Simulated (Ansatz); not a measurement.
Cl2Zn (SMILES [Cl][Zn][Cl]) moved off its minimum; all values from Ansatz (an electronic-structure program), cores frozen in correlated methods.
(charge 0, multiplicity 1)
```xyz
3

Zn    -0.0040     0.0542    -0.1084
Cl     0.0102     0.0086    -2.0960
Cl    -0.0534     0.0310     2.1785
```

Q: Give the forces (eV/Å), the total energy and the dipole at CCSD(T)/def2-TZVPPD.

A: 
| atom | Fx | Fy | Fz |
|---|---|---|---|
| Zn1 | -0.078 | -0.015 | 4.156 |
| Cl2 | 0.025 | -0.026 | -2.091 |
| Cl3 | 0.053 | 0.040 | -2.065 |
Energy -2697.8284 hartree, dipole 1.21 D.
